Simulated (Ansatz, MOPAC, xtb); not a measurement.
Spectroscopic constants of CuC, multiplicity 4 (lowest of 2S+1 = 2, 4 at CCSD(T)/def2-TZVPP on PBE0 minima; our sources give no spin for the ground state, which may be another). No spin–orbit coupling. Cu is treated without relativity.

Constants: fifth-degree fit in 1/R to seven points, most abundant isotopes. Runs in def2 and cc sets follow the lowest solution found near the PBE0 minimum.

Run with Ansatz (Gaussian basis) for Hartree–Fock, density functionals and correlated methods; MOPAC for PM6, PM7 (differences of heats of formation); xtb for the GFN methods.  The GFN methods have no spin term and hold the electronic entropy of 300 K.

```tsv
level	r_e (Å)	ω_e (cm⁻¹)	B_e (cm⁻¹)	α_e (cm⁻¹)	dipole (D)
PM6	1.769	868	0.534	0.0046	-
PM7	1.911	763	0.458	0.0019	-
GFN1-xTB	1.758	823	0.541	0.0068	-
GFN2-xTB	1.816	577	0.507	0.0055	-
SVWN5/def2-TZVPP	1.732	695	0.558	0.0059	3.17
PBE/def2-TZVPP	1.774	636	0.531	0.0061	3.25
r2SCAN/def2-TZVPP	1.768	645	0.535	0.0058	3.31
B97M-V/def2-TZVPP	1.804	600	0.514	0.0061	3.35
B3LYP/def2-TZVPP	1.816	575	0.507	0.0061	3.57
PBE0/def2-TZVPP	1.809	593	0.511	0.0057	3.80
BHLYP/def2-TZVPP	1.862	541	0.482	0.0054	4.29
CAM-B3LYP/def2-TZVPP	1.810	589	0.510	0.0057	3.89
wB97X-V/def2-TZVPP	1.821	585	0.504	0.0054	4.25
wB97M-V/def2-TZVPP	1.827	576	0.501	0.0054	4.22
B2PLYP/def2-TZVPP	1.800	594	0.516	0.0059	-
CCSD/def2-TZVPP	1.848	556	0.490	0.0052	-
CCSD/def2-QZVPP	1.832	582	0.499	0.0053	-
CCSD(T)/def2-TZVPP	1.818	577	0.506	0.0057	-
CCSD(T)/def2-QZVPP	1.805	604	0.513	0.0056	-
CCSD(T)/CBS(def2-TZVPP, def2-QZVPP)	1.796	625	0.519	0.0055	-
```

Correlated levels freeze the inner cores; with def2 sets outer-core shells near the valence are correlated too. CBS(a, b) extrapolates the correlation energy as X⁻³ and adds the Hartree–Fock energy of set b. The state that PM6, PM7 reach isn't checked; PM7 holds dispersion and hydrogen-bond terms.

Ansatz is a program for electronic structure.
